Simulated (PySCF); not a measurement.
Vertical excitation energies

Compound: In(iPr)3, C9H21In.
SMILES: `C[CH](C)[In]([CH](C)C)[CH](C)C`

Level of theory: TDDFT CAM-B3LYP/def2-SVPD, vertical, gas phase, core orbitals frozen in the response, def2 core potentials past Kr (PySCF 2.14.0, density-fitted response routines). Geometry: PBE0-D3(BJ)/def2-SVP, one conformer, isolated molecule. Spin–orbit coupling is left out.

```json
{"state": "S1", "E (eV)": "3.95", "E (kJ/mol)": "381", "λ (nm)": "313.6", "f": "0.0000", "|μ| (D)": "0.03", "main configurations (H = HOMO, L = LUMO)": "H→L (97%)"}
{"state": "S2", "E (eV)": "3.97", "E (kJ/mol)": "383", "λ (nm)": "312.6", "f": "0.0000", "|μ| (D)": "0.04", "main configurations (H = HOMO, L = LUMO)": "H-1→L (97%)"}
{"state": "S3", "E (eV)": "5.25", "E (kJ/mol)": "507", "λ (nm)": "236.1", "f": "0.078", "|μ| (D)": "1.98", "main configurations (H = HOMO, L = LUMO)": "H→L+1 (91%)"}
{"state": "S4", "E (eV)": "5.26", "E (kJ/mol)": "508", "λ (nm)": "235.5", "f": "0.081", "|μ| (D)": "2.02", "main configurations (H = HOMO, L = LUMO)": "H-1→L+1 (91%)"}
{"state": "S5", "E (eV)": "6.12", "E (kJ/mol)": "591", "λ (nm)": "202.4", "f": "0.0001", "|μ| (D)": "0.07", "main configurations (H = HOMO, L = LUMO)": "H→L+3 (29%), H-1→L+2 (28%), H→L+2 (18%)"}
{"state": "S6", "E (eV)": "6.24", "E (kJ/mol)": "602", "λ (nm)": "198.6", "f": "0.056", "|μ| (D)": "1.53", "main configurations (H = HOMO, L = LUMO)": "H→L+2 (36%), H-1→L+3 (22%), H→L+4 (21%)"}
{"state": "S7", "E (eV)": "6.25", "E (kJ/mol)": "603", "λ (nm)": "198.3", "f": "0.057", "|μ| (D)": "1.55", "main configurations (H = HOMO, L = LUMO)": "H-1→L+2 (35%), H→L+3 (24%), H-1→L+4 (22%)"}
{"state": "S8", "E (eV)": "6.30", "E (kJ/mol)": "607", "λ (nm)": "196.9", "f": "0.0025", "|μ| (D)": "0.33", "main configurations (H = HOMO, L = LUMO)": "H-1→L+3 (40%), H→L+2 (18%), H→L+3 (14%)"}
{"state": "S9", "E (eV)": "6.68", "E (kJ/mol)": "645", "λ (nm)": "185.6", "f": "0.218", "|μ| (D)": "2.93", "main configurations (H = HOMO, L = LUMO)": "H→L+4 (68%), H-1→L+3 (8%)"}
{"state": "S10", "E (eV)": "6.69", "E (kJ/mol)": "645", "λ (nm)": "185.3", "f": "0.229", "|μ| (D)": "3.01", "main configurations (H = HOMO, L = LUMO)": "H-1→L+4 (68%)"}
```

Triplets (Tamm–Dancoff): T1 3.72 eV, H→L (96%); T2 3.73 eV, H-1→L (96%); T3 4.55 eV, H→L+1 (52%), H→L+4 (19%), H-1→L+1 (12%); T4 4.56 eV, H-1→L+1 (52%), H-1→L+4 (19%), H→L+1 (12%).

The lowest singlet comes at 314 nm (381 kJ/mol) in the ultraviolet; it is dark (f under 0.0005); its leading configuration is HOMO→LUMO (97%). The strongest level in the table is S10 at 6.69 eV (185 nm, f = 0.229). It is the last of those listed, so stronger ones may follow. S6/S7 and S9/S10 lie within about 0.01 eV of each other in each set. Löwdin shares by element: HOMO (one of a set within 0.03 eV) carbon 48% or more, indium 16% (atoms not listed hold the other 36%); LUMO indium 49%, carbon 13% or more (atoms not listed hold the other 38%). Weighted by f, the mean energy of these states is 6.30 eV. Orbital energies (eV): HOMO-3 -10.66, HOMO-2 -10.33, HOMO-1 -7.35, HOMO -7.34, LUMO -0.14, LUMO+1 0.40, LUMO+2 1.38. Only the lowest 10 singlets were computed, as vertical energies without vibronic structure.
